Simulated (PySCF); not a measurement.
**How the method changes the constants of ZnBi**

State: ⁴Σ⁻ (quartet), unpaired electrons σ ↑, π ↑↑. Set-up: Zn def2-SVP, Bi def2-SVP with ECP60; scalar-relativistic core potentials (PySCF 2.14). De refers to Zn + Bi in their high-spin ground configurations, without counterpoise correction. The functionals are run spin-unrestricted. A positive dipole means Zn(−)Bi(+). Levels whose curve was spin-contaminated or gave no clean fit are not listed.

```csv
Level,Re (Å),ωe (cm⁻¹),De (eV),μ (D)
PBE,2.895,106,0.385,-0.56
PW91,2.886,108,0.403,-0.56
r²SCAN,2.839,118,0.430,-0.72
B3LYP,2.977,89.1,0.220,-0.61
PBE0,2.895,104,0.315,-0.70
r²SCAN0,2.857,113,0.361,-0.84
LC-ωPBE,2.814,113,0.255,-0.86
```

The bond length runs from 2.814 Å (LC-ωPBE) to 2.977 Å (B3LYP). De spans 0.22 eV (B3LYP, global hybrid GGA) to 0.43 eV (r²SCAN, meta-GGA).

The bond is weak. Basis-set superposition, not corrected here, can be much of De in a small basis, most of all at correlated wavefunction levels. Functionals without a dispersion term scatter widely for such bonds, and LDA overbinds them. Spin–orbit coupling is left out, which matters for elements this heavy, above all for dissociation energies. The state was picked by a PBE0 search and need not be the measured ground state.
